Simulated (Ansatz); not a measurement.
**Worked example: CH3Cl + Si(CH3)2Cl → CH3 + Si(CH3)2Cl2**

Species: CH3Cl (chloromethane) `CCl`, singlet; Si(CH3)2Cl, doublet; CH3 (methyl radical) `[CH3]`, doublet; Si(CH3)2Cl2 (dichlorodimethylsilane), singlet. A radical takes Cl: the energy is the difference in strength between the C–Cl bond broken and the Si–Cl bond made.

Shapes, held fixed at every level: PBE0-D4/def2-TZVP. Programs: Ansatz 0.2.0. The zero-point and thermal change to 298 K, harmonic and unscaled (PBE0-D4/def2-TZVP), is -10.5 kJ/mol.

At CCSD(T)/CBS estimate; 1 Eh = 2625.50 kJ/mol:

| species | energy (Eh) |
| --- | --- |
| CH3Cl | -499.632200 |
| Si(CH3)2Cl | -828.598863 |
| CH3 | -39.782177 |
| Si(CH3)2Cl2 | -1288.496412 |

Task: Work out ΔH(298 K) of the reaction at this level.

Result: 
1. Products less reactants: (-39.782177) + (-1288.496412) − [(-499.632200) + (-828.598863)] = -0.047526 Eh = -124.8 kJ/mol.
2. With the thermal change: -124.8 + (-10.5) = -135.3 kJ/mol.

Other levels give -159.5 (HF/def2-SVP) to -96.9 kJ/mol (SPW92/def2-TZVPP). No measured value is set beside it here. Open shells run unrestricted unless RO is named. The CBS estimate extrapolates MP2 from def2-TZVPP and def2-QZVPP and adds CCSD(T) − MP2 in the triple-zeta set, cores frozen.
